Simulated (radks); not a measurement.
Task: Isoelectronic series with 26 electrons, each ion in its NIST ground configuration. All-electron calculation, Dirac Kohn-Sham, PBE, spin-unpolarised, spherical densities, point nucleus; open shells fill j = l - 1/2 first. Program: a radial shooting solver on a logarithmic mesh with Libxc functionals. Total energies (hartree) and orbital eigenvalues (eV) (* marks an orbital that is empty in some or all of the ions):

ion    configuration  E (hartree)     4s1/2*      3d5/2      3d3/2
Fe      [Ar] 3d6 4s2  -1272.48447    -5.2888    -7.4148    -7.5666
Ni2+        [Ar] 3d8  -1519.60592   -21.6429   -28.2460   -28.4912
Zn4+        [Ar] 3d8  -1791.29443   -49.5393   -73.1408   -73.5699
Ge6+        [Ar] 3d8  -2087.43543   -85.5818  -132.5405  -133.2285
Se8+        [Ar] 3d8  -2408.10002  -129.2803  -205.2787  -206.3181
Kr10+       [Ar] 3d8  -2753.42267  -180.4416  -290.8593  -292.3623
Sr12+       [Ar] 3d8  -3123.57464  -238.9829  -389.0250  -391.1244
Zr14+       [Ar] 3d8  -3518.75470  -304.8758  -499.6242  -502.4759
Ru18+       [Ar] 3d8  -4385.11193  -458.7506  -757.7680  -762.6924
Pd20+       [Ar] 3d8  -4856.80125  -546.7965  -905.2026  -911.5023
Cd22+       [Ar] 3d8  -5354.54301  -642.3135  -1064.832  -1072.773
Sn24+       [Ar] 3d8  -5878.65003  -745.3641  -1236.634  -1246.513
Te26+       [Ar] 3d8  -6429.45937  -856.0209  -1420.592  -1432.742
Xe28+       [Ar] 3d8  -7007.33373  -974.3652  -1616.695  -1631.485
Ba30+       [Ar] 3d8   -7612.6629  -1100.487  -1824.936  -1842.772
Ce32+       [Ar] 3d8   -8245.8659  -1234.486  -2045.312  -2066.641

Estimate the row of Mo16+ ([Ar] 3d8).

Result: E (hartree) -3939.18546; 4s1/2* -378.1237; 3d5/2 -622.5601; 3d3/2 -626.3447.
